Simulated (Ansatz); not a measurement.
# A barrier at the coupled-cluster level

Start structure (AlH3BrCl, singlet), relaxed at PBE0-D4/def2-TZVP:

```
6
angstrom
Al -0.5930 -0.2384 -0.6375
Cl 1.0768 0.7686 -1.4999
H -0.5769 -1.8142 -0.7136
H -1.8907 0.6284 -0.4049
H 1.5416 0.6624 1.3188
Br 0.4423 -0.0069 1.9370
```

The step: AlH₂Cl ([AlH2][Cl]) + HBr → AlH₂Br ([AlH2][Br]) + HCl (still joined by a long Al–Cl bond); bonds formed: Cl2–H5; dative contacts that become bonds: Al1–Br6; bonds broken: H5–Br6; bonds weakened to dative contacts: Al1–Cl2. Computed with Ansatz 0.2.0 (basis: def2-TZVPP and def2-QZVPP); correlated methods freeze the cores. Filled d shells of the heavier atoms are correlated. The def2 sets are not built for correlating such inner shells, so the correlated values are less sure here. Extrapolation: Hartree–Fock as exp(−7.88 √X), correlation as X^−2.97. Energies below are by CCSD(T) at an estimated basis limit (MP2 extrapolated from triple and quadruple zeta, plus CCSD(T) − MP2 in triple zeta).

Problem. What are the electronic barrier and the energy of the step, from the start structure to the end structure? (Judge from chemistry; the value comes from the calculation.)

Solution. The calculation gives: Barrier 26.9 kJ/mol; step energy -0.8 kJ/mol (downhill); reverse barrier, their difference, 27.6 kJ/mol. Barrier and step energy count from the start structure, the reverse barrier from the end structure.

The saddle point: One imaginary mode of 343i cm⁻¹.
```csv
pair,start (Å),saddle (Å),end (Å)
Al1–Br6,2.78,2.52,2.31
Cl2–H5,2.86,1.64,1.30
Al1–Cl2,2.13,2.28,2.59
H5–Br6,1.43,1.65,2.64
```

Zero-point energy (harmonic, PBE0-D4): ZPE is 59.4 kJ/mol at the start and 54.6 kJ/mol at the saddle, so the barrier goes from 26.9 to 22.1 kJ/mol.

First-order rate constant out of the start structure at 298 K by transition-state theory, with harmonic vibrational free energies alone and no tunnelling: ΔA‡ = 27.8 kJ/mol, so k = (kB T/h) exp(−ΔA‡/kB T) ≈ 10^8 s⁻¹ (an order of magnitude at best: rotation, the number of equivalent paths and anharmonicity are left out).

The T1 diagnostic stays at or below 0.008.

Labels in which every atom is bracketed show which atoms are joined, not bond orders.

For scale, one of the runs: CCSD(T)/def2-TZVPP, 174 basis functions (an equivalent command: `ansatz run in.yaml --threads 2`). Time: 33 s of wall clock on 2 CPU threads; the host was shared. Peak host memory: 1.5 GiB.
